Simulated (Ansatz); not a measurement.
Reaction (redistribution): `BN([SiH3])[SiH2]F` + `CCO[SiH2]Cl` → `[SiH3]CO[SiH2]Cl` + `BN(C)[SiH2]F`

Calculated with Ansatz (gas phase, PBE0-D4/def2-TZVP geometries, no zero-point term in ΔE). CBS: MP2 limit from def2 TZ/QZ plus the TZ coupled-cluster correction, frozen cores. DFT in def2-TZVPP. One conformer a species, not always the lowest.

`BN([SiH3])[SiH2]F`:

Z-matrix (Å, degrees):
```
Si
N 1 1.761
H 1 1.483 2 110.0
H 1 1.485 2 107.6 3 -119.5
H 1 1.482 2 110.1 3 121.0
Si 2 1.732 1 121.8 3 118.9
B 2 1.414 1 117.3 3 -62.2
F 6 1.598 2 109.5 1 72.0
H 6 1.476 2 109.3 1 -169.4
H 6 1.480 2 109.9 1 -44.6
H 7 1.197 2 120.3 1 -179.0
H 7 1.201 2 119.1 1 1.3
```

`CCO[SiH2]Cl`:

```xyz
12

C     0.336    0.504   -1.842
C    -0.102   -0.293   -0.641
O     0.075    0.491    0.530
Si   -0.060   -0.079    2.046
Cl   -1.972   -0.745    2.420
H     1.391    0.775   -1.762
H     0.197   -0.080   -2.754
H    -0.249    1.422   -1.926
H     0.483   -1.218   -0.559
H    -1.157   -0.575   -0.729
H     0.827   -1.247    2.262
H     0.231    1.045    2.955
```

`[SiH3]CO[SiH2]Cl`:

Z-matrix (Å, degrees):
```
Si
C 1 1.890
H 1 1.485 2 109.8
H 1 1.488 2 108.4 3 -119.6
H 1 1.484 2 109.9 3 120.7
O 2 1.425 1 108.9 3 -60.6
H 2 1.098 1 109.9 3 61.0
H 2 1.097 1 110.1 3 178.5
Si 6 1.630 2 123.3 1 172.3
Cl 9 2.056 6 110.8 2 62.3
H 9 1.474 6 106.8 2 -179.3
H 9 1.482 6 111.0 2 -55.3
```

`BN(C)[SiH2]F`:

Cartesian coordinates in Å:
```
B 1.511 -0.160 0.611
N 0.211 0.049 0.136
C -0.546 1.255 0.467
Si -0.577 -1.124 -0.866
F -0.854 -0.491 -2.309
H 2.092 -1.157 0.295
H 2.014 0.659 1.327
H 0.030 1.872 1.155
H -0.760 1.842 -0.430
H -1.500 1.002 0.940
H 0.289 -2.306 -1.024
H -1.911 -1.439 -0.302
```

```tsv
level	ΔE (kJ/mol)	difference from CCSD(T)/CBS
PBE0-D4	98.5	-7.7
ωB97X-V	101.5	-4.7
B2PLYP	103.3	-2.9
PBE0	97.9	-8.3
HF/def2-TZVPP	115.8	9.6
MP2/def2-TZVPP	109.5	3.3
CCSD(T)/def2-TZVPP	104.8	-1.4
SCS-MP2/def2-QZVPP	109.8	3.6
HF/CBS(def2)	116.9	10.7
MP2/CBS(def2)	110.9	4.7
CCSD(T)/CBS	106.2	0
```

Largest T1 diagnostic among the species: 0.012.

In def2-TZVPP, CCSD(T) changes the Hartree–Fock value by −11.1 kJ/mol (the triples alone add −1.7 kJ/mol) and MP2 by −6.4 kJ/mol. From PBE to PBE0 (25 % exact exchange), in def2-TZVPP and without D4, ΔE moves by +7.3 kJ/mol.
